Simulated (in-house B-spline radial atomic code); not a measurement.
# OLYP excitations of N IV (N3+)

Method: OLYP. Computed with a B-spline radial code for spherical atoms: linear response of the closed shell [He] 2s2 with the functional's adiabatic kernel; non-relativistic, point nucleus, no spin-orbit coupling, no double excitations, S, P, D and F terms only.

Command:
```bash
python run_td.py task.json out
```
Settings (radii: box in bohr, nucleus in fm):
```
Z                        7
electrons                4
configuration            [He] 2s2
hamiltonian              nr
method                   optx,lyp
box_radius               23.08
intervals                49
```

Cost of the run: 0.1 s on 1 thread of Arm Neoverse N1, with other jobs on the host.

The lowest states, in the order of their Tamm-Dancoff energies; the method's threshold (minus the highest occupied level) is 68.11 eV. Labels give the largest channel, * marks a mixed state, and oscillator strengths are full-response dipole values. Semilocal kernels can invert the small singlet-triplet splittings of Rydberg terms. Energies in eV:

| state | full response | Tamm-Dancoff | oscillator strength |
| --- | --- | --- | --- |
| 2s → 2p 3P | 6.075 | 7.361 | - |
| 2s → 2p 1P | 15.404 | 16.164 | 0.619 |
| 2s → 3s 3S | 44.01 | 44.04 | - |
| 2s → 3s 1S | 45.64 | 45.69 | - |
| 2s → 3p 3P | 46.98 | 47.02 | - |
| 2s → 3p 1P | ? | ? | ? |
| 2s → 3d 3D | ? | ? | - |
| 2s → 3d 1D | 49.83 | 49.85 | - |
| 2s → 4s 3S | 57.12 | 57.13 | - |
| 2s → 4s 1S | 57.57 | 57.58 | - |

(1) Where does 2s → 3p 1P lie?

(2) Where does 2s → 3d 3D lie?

(3) How large is the singlet-triplet splitting of 2s → 2p (P terms) in Tamm-Dancoff?

(4) What polarisabilities and dispersion coefficient does the method give?

Answers

(1) At 47.58 eV in full response, 47.60 eV in Tamm-Dancoff, oscillator strength 0.292.

(2) At 48.67 eV in full response, 48.73 eV in Tamm-Dancoff.

(3) 8.8 eV, from the unrounded values.

(4) Dipole 2.115 bohr³, quadrupole 1.498 bohr⁵, C6 2.125 hartree·bohr⁶ for two such species.
